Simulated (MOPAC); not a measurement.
Molecule: GeCl$_{3}$F, charge 0, multiplicity 1. SMILES: [F][Ge]([Cl])([Cl])[Cl]

Atoms: F1, Ge2, Cl3, Cl4, Cl5. Bonds: F1-Ge2, Ge2-Cl3, Ge2-Cl4, Ge2-Cl5.

Bond lengths (Å) and angles (degrees) optimised at PM3 with MOPAC; PM7 with MOPAC; MNDO with MOPAC, each started from the B3LYP-D3(BJ)/def2-TZVP structure (Ansatz) of the last column. A row stands for all coordinates that are equal there. No wavenumbers were computed at MNDO, so these may be saddle points.

| coordinate | PM3 | PM7 | MNDO | B3LYP-D3(BJ)/def2-TZVP |
|---|---|---|---|---|
| F1-Ge2 | 1.706 | 1.374 | 1.714 | 1.722 |
| Ge2-Cl3 | 2.146 | 2.092 | 2.239 | 2.124 |
| F1-Ge2-Cl3 | 107.7 | 109.3 | 109.0 | 107.6 |
| Cl3-Ge2-Cl4 | 111.2 | 109.7 | 109.9 | 111.3 |

Mean signed difference of all 4 bond lengths from B3LYP-D3(BJ)/def2-TZVP: PM3 0.012 Å, PM7 -0.111 Å, MNDO 0.084 Å.
